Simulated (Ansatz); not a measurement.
Input file for Ansatz (a program for electronic structure): R-B3LYP/def2-TZVPPD on HF (SMILES F). Files ending in .json are basis or fitting sets from the Basis Set Exchange.

Ansatz 0.2 input:
```yaml
crystal:
  periodic: [false, false, false]
  atoms:
    - {symbol: F, position_ang: [0.25024175, 0.23257027, -0.14423264]}
    - {symbol: H, position_ang: [-0.02466204, 0.91421912, 0.42293237]}
basis:
  gaussian:
    orbitals: def2-TZVPPD.json
hamiltonian:
  xc: {name: B3LYP}
scf: {lower_state_search: off}
```

The head of its log:

```
WARN ansatz: RAYON_NUM_THREADS=2 ignored (pool sized by the plan → 2); use --threads N
Functional definition: B3LYP
these checks for a lower state are left out or cut short: stability, starts, cluster_reference, orbital_swaps, neighbouring_geometries, increment
integrals: 0.00 GiB planned
256 factors; their error is unknown
mean field: 0.09 GiB planned
mean field evaluation 1: about -2733.0344 eV, gradient 3.4e1 eV
mean field evaluation 2: about -2730.1645 eV, gradient 5.8e1 eV
```

Question: What total energy does the run end on?

Answer: -100.4952 hartree.
